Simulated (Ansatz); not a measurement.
Two isomers of C4H10Si: A = `CC(C)=C[SiH3]`, B = `C[SiH]1CCC1`.

Isolated molecules relaxed with PBE0-D4/def2-TZVP in Ansatz; ΔE leaves out vibrations. CBS: MP2 limit from def2 TZ/QZ plus the TZ coupled-cluster correction, frozen cores. Functionals use def2-TZVPP. B3LYP here is the variant with VWN-RPA as its local correlation; programs differ in this.

Which is lower in electronic energy at CCSD(T)/CBS, and by how much? (An estimate is asked.)

The calculation gave: B, by 11.3 kcal/mol.

Give E(B) − E(A) in kcal/mol with CCSD(T)/def2-TZVPP, MP2/def2-TZVPP, r2SCAN-D4, PBE0-D4, PBE-D4, ωB97M-V, B3LYP-D4. (Best estimate.)

The calculation gave: CCSD(T)/def2-TZVPP -10.8, MP2/def2-TZVPP -13.2, r2SCAN-D4 -12.1, PBE0-D4 -14.3, PBE-D4 -12.4, ωB97M-V -13.1, B3LYP-D4 -8.1. None reverses the order clearly.

Largest T1 diagnostic: 0.011.

In def2-TZVPP, CCSD(T) changes the Hartree–Fock value by −5.4 kcal/mol (the triples alone add +0.2 kcal/mol) and MP2 by −7.8 kcal/mol. From PBE to PBE0 (25 % exact exchange), in def2-TZVPP and without D4, E(B) − E(A) moves by −1.9 kcal/mol.
